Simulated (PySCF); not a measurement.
A PySCF script (with the pyscf-properties extension) for the NMR shieldings of `[SiH3]CC1C[CH2][AlH][CH2]C1`, C₆H₁₅AlSi, on a GFN2-xTB geometry:

```python
import basis_set_exchange as bse
import numpy as np
from pyscf import gto, dft
from pyscf.prop import nmr

atoms = """
Si   -3.025442   -0.086425    0.644641
C    -1.689897    0.416293   -0.616359
C    -0.265266   -0.046557   -0.288036
C     0.656376    0.211469   -1.494250
C     1.945016   -0.639059   -1.486785
Al    2.739531   -0.555589    0.339868
C     1.361651   -0.123325    1.714226
C     0.240922    0.649155    0.985533
H    -4.331680   -0.048776   -0.017310
H    -2.752530   -1.444863    1.120558
H    -3.074171    0.829252    1.788491
H    -1.684369    1.501757   -0.741755
H    -1.974928    0.002340   -1.587191
H    -0.284095   -1.128643   -0.104129
H     0.093534    0.006015   -2.411689
H     0.917921    1.273838   -1.511818
H     1.666873   -1.668939   -1.760587
H     2.594599   -0.298083   -2.305508
H     4.249512   -0.714449    0.622303
H     0.909426   -1.018530    2.167513
H     1.708555    0.479540    2.565628
H    -0.604414    0.781751    1.667771
H     0.598122    1.648810    0.718961
"""
names = dict.fromkeys(["Si", "C", "Al", "H"], "pcSseg-1")
basis = {el: gto.basis.parse(bse.get_basis(n, elements=[el], fmt="nwchem")) for el, n in names.items()}
mol = gto.M(atom=atoms, basis=basis, charge=0, verbose=0)
mf = dft.RKS(mol, xc="PBE0")
mf.grids.level = 2
mf.grids.alignment = dft.numint.BLKSIZE   # the property module wants whole blocks of grid points
mf.conv_tol = 1e-9
mf.kernel()

calc = nmr.RKS(mf)   # GIAO
C = mf.mo_coeff
Co = C[:, mf.mo_occ > 0]
resp = mf.gen_response(singlet=True, hermi=2)
def vind(x):   # induced exchange potential for any number of trial vectors
    d = np.einsum("pi,xij,qj->xpq", C, 2 * x.reshape(-1, C.shape[1], Co.shape[1]), Co, optimize=True)
    return np.einsum("xpq,pi,qj->xij", resp(d - d.transpose(0, 2, 1)), C, Co, optimize=True).ravel()
mo1, _ = nmr.rhf.solve_mo1(calc, with_cphf=vind)
sigma = calc.kernel(mo1)
for i, s in enumerate(sigma):   # ppm
    w = np.linalg.eigvalsh((s + s.T) / 2)
    print("%2d %-2s iso %8.1f  s11 %8.1f  s22 %8.1f  s33 %8.1f" % (i, mol.atom_pure_symbol(i), w.mean(), *w))
```

Question: What does it print?

Answer: 
```
 0 Si iso    421.0  s11    384.9  s22    408.5  s33    469.6
 1 C  iso    166.1  s11    140.6  s22    165.1  s33    192.4
 2 C  iso    138.6  s11    126.7  s22    134.6  s33    154.6
 3 C  iso    141.6  s11    122.9  s22    131.4  s33    170.7
 4 C  iso    167.8  s11    153.3  s22    166.4  s33    183.6
 5 Al iso    258.1  s11    177.2  s22    227.4  s33    369.7
 6 C  iso    167.8  s11    152.0  s22    168.0  s33    183.5
 7 C  iso    148.7  s11    133.3  s22    142.5  s33    170.3
 8 H  iso     27.8  s11     24.3  s22     25.4  s33     33.8
 9 H  iso     28.0  s11     24.5  s22     26.9  s33     32.5
10 H  iso     27.7  s11     24.0  s22     26.5  s33     32.6
11 H  iso     31.0  s11     27.1  s22     30.1  s33     35.7
12 H  iso     30.9  s11     24.9  s22     30.5  s33     37.3
13 H  iso     30.8  s11     27.8  s22     31.7  s33     32.7
14 H  iso     29.5  s11     23.5  s22     30.9  s33     34.0
15 H  iso     30.3  s11     27.0  s22     30.3  s33     33.5
16 H  iso     30.9  s11     26.5  s22     29.6  s33     36.6
17 H  iso     30.5  s11     25.5  s22     28.2  s33     37.8
18 H  iso     26.1  s11     23.3  s22     23.8  s33     31.2
19 H  iso     31.0  s11     26.3  s22     30.0  s33     36.5
20 H  iso     30.5  s11     25.6  s22     28.2  s33     37.8
21 H  iso     29.3  s11     22.8  s22     30.9  s33     34.2
22 H  iso     30.5  s11     27.5  s22     30.1  s33     34.0
```

These numbers come from an equivalent density-fitted implementation of the same equations, which agrees with the script to about 0.01 ppm for H and up to a few tenths of a ppm for heavy atoms, so last digits may differ.

Size and cost of the density-fitted run: 225 basis functions, 67 s wall time on 1 thread of an Arm Neoverse V1, shared host; peak memory 1.1 GiB.
